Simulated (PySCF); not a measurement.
Stationary points of GaH₄⁻

These are results of PySCF, PBE0, basis Ga def2-TZVPD, H def2-TZVPD (no relativity, density fitting), not measurements.

Relaxations began from a few typed shapes. The search is not exhaustive: other isomers or separated fragments can lie lower, and high-lying points may rest on an excited occupation.

Task: Order these stationary points by electronic energy, lowest first, in kJ/mol from the lowest minimum.
A. singlet D4h: Ga–H 1.719 Å (×4); H–Ga–H 90.0° (×4), H–Ga–H 180.0° (×2)
B. singlet Td: Ga–H 1.625 Å (×4); H–Ga–H 109.5° (×6)

Result: B (0.0), A (263.6).

Task: Which of them are minima?

Result: By energy in kJ/mol, 0.0: minimum; 263.6: saddle point, 1 imaginary mode.

Counting electrons, gallium keeps none of its valence electrons outside its bonds, so the VSEPR class is AX4 and the expected shape is tetrahedral (Td), as computed.

For the lowest minimum: the lowest empty level of this anion is unbound, so it and the gap depend on the basis.
